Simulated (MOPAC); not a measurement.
A run for MOPAC: PM3 on AsH, 2S+1 = 3, a point of a bond scan (R = 4.146 Å).

```
PM3 1SCF PRECISE CHARGE=0 UHF MS=1 THREADS=1
AsH

As    -0.00000000 1    -0.00000000 1    -0.04516336 1
H      0.00000000 1     0.00000000 1     4.10083298 1
```

It printed:

```
*******************************************************************************
 **                                                                           **
 **                              MOPAC v23.2.5                                **
 **                                                                           **
 *******************************************************************************
 ** MOPAC's Digital Object Identifier: https://doi.org/10.5281/zenodo.6511958 **
 **                                                                           **
 ** Please cite the open-source release paper for use of this MOPAC version:  **
 ** J. E. Moussa and J. J. P. Stewart (2026)                                  **
 ** MOPAC: An open-source semiempirical molecular orbital program             **
 ** J. Open Source Softw., 11(119), 8025, https://doi.org/10.21105/joss.08025 **
 *******************************************************************************

                              PM3 CALCULATION RESULTS

 *******************************************************************************
 *  PM3        - The PM3 Hamiltonian to be used
 *  UHF        - UNRESTRICTED HARTREE-FOCK CALCULATION
 *
 *
 *
 *                 CHARGE ON SYSTEM = 0
 *
 *
 *
 *  MS=        - IN MECI, MAGNETIC COMPONENT OF SPIN =  1.0
 *  PRECISE    - TIGHTER CRITERIA TO BE USED
 *  1SCF       - DO 1 SCF AND THEN STOP
 *  THREADS=1  - MULTI-THREADING NOT USED
 *  T=         - A TIME OF 172800.0 SECONDS REQUESTED
 *  DUMP=N     - RESTART FILE WRITTEN EVERY 7200.0 SECONDS REQUESTED
 *******************************************************************************
PM3 1SCF PRECISE CHARGE=0 UHF MS=1 THREADS=1
 AsH

   ATOM   CHEMICAL          X               Y               Z
  NUMBER   SYMBOL      (ANGSTROMS)     (ANGSTROMS)     (ANGSTROMS)

     1      As         -0.00000000  *  -0.00000000  *  -0.04516336  *
     2       H          0.00000000  *   0.00000000  *   4.10083298  *



          CARTESIAN COORDINATES

    NO.       ATOM           X           Y           Z

     1        As         -0.0000     -0.0000     -0.0452
     2         H          0.0000      0.0000      4.1008

  H: (PM3): J. J. P. STEWART, J. COMP. CHEM. 10, 209 (1989).
 As: (PM3): J. J. P. STEWART, J. COMP. CHEM. 12, 320-341 (1991).

           Empirical Formula: H As  =     2 atoms



      MOLECULAR POINT GROUP   :   C*v


          UHF CALCULATION, NO. OF ALPHA ELECTRONS =    4
                           NO. OF BETA  ELECTRONS =    2

 -------------------------------------------------------------------------------
 PM3 1SCF PRECISE CHARGE=0 UHF MS=1 THREADS=1
 AsH



     1SCF WAS SPECIFIED, SO BFGS WAS NOT USED
     SCF FIELD WAS ACHIEVED


                              PM3 CALCULATION
                                                       MOPAC v23.2.5 Linux




          FINAL HEAT OF FORMATION =        126.23028 KCAL/MOL =     528.14748 KJ/MOL


          COSMO AREA              =         82.91 SQUARE ANGSTROMS
          COSMO VOLUME            =         58.13 CUBIC ANGSTROMS

          IONIZATION POTENTIAL    =          9.888181 EV
          ALPHA SOMO LUMO (EV)    =         -9.925 -1.675
          BETA  SOMO LUMO (EV)    =         -9.888 -1.638
          NO. OF ALPHA ELECTRONS  =          4
          NO. OF BETA  ELECTRONS  =          2
          MOLECULAR WEIGHT        =         75.9295         POINT GROUP:  C*v

          MOLECULAR DIMENSIONS (Angstroms)

            Atom       Atom       Distance
            H     2   As     1     4.14600
            H     2   As     1     0.00000
           As     1    H     2     0.00000


          SCF CALCULATIONS        =          1





   ATOM   CHEMICAL          X               Y               Z
  NUMBER   SYMBOL      (ANGSTROMS)     (ANGSTROMS)     (ANGSTROMS)

     1      As         -0.00000000  *  -0.00000000  *  -0.04516336  *
     2       H          0.00000000  *   0.00000000  *   4.10083298  *

                             CARTESIAN COORDINATES

   1   As       -0.000000000    -0.000000000    -0.045163360
   2    H        0.000000000     0.000000000     4.100832980


           Empirical Formula: H As  =     2 atoms



      MOLECULAR POINT GROUP   :   C*v


          ALPHA EIGENVALUES
 -17.42804 -13.08180  -9.92522  -9.92522  -1.67499


           BETA EIGENVALUES
 -15.47479  -9.88818  -1.63791  -1.63791   1.70892


              NET ATOMIC CHARGES AND DIPOLE CONTRIBUTIONS

  ATOM NO.   TYPE          CHARGE      No. of ELECS.   s-Pop       p-Pop
    1         As          -0.000001        5.0000     1.99999     3.00001
    2          H           0.000001        1.0000     1.00000
 DIPOLE           X         Y         Z       TOTAL
 POINT-CHG.     0.000     0.000     0.000     0.000
 HYBRID         0.000     0.000     0.001     0.001
 SUM            0.000     0.000     0.001     0.001


          ATOMIC ORBITAL ELECTRON POPULATIONS

     Atom    s        px        py        pz
    1 As   1.99999   1.00000   1.00000   1.00001
    2  H   1.00000


                    (SZ)    =    1.000000
                    (S**2)  =    2.998209


          ATOMIC ORBITAL SPIN POPULATIONS

    Atom   Total    s     px     py     pz
         Atomic
    1 As  1.0009  0.000  1.000  1.000 -0.999
    2  H  0.9991  0.999

 **********************
 *                    *
 * JOB ENDED NORMALLY *
 *                    *
 **********************




 == MOPAC DONE ==
```

The run finished. Its determinant has ⟨S²⟩ = 3.00, a mixture of spin states.

Cost: around 0.020 core-seconds (rough).
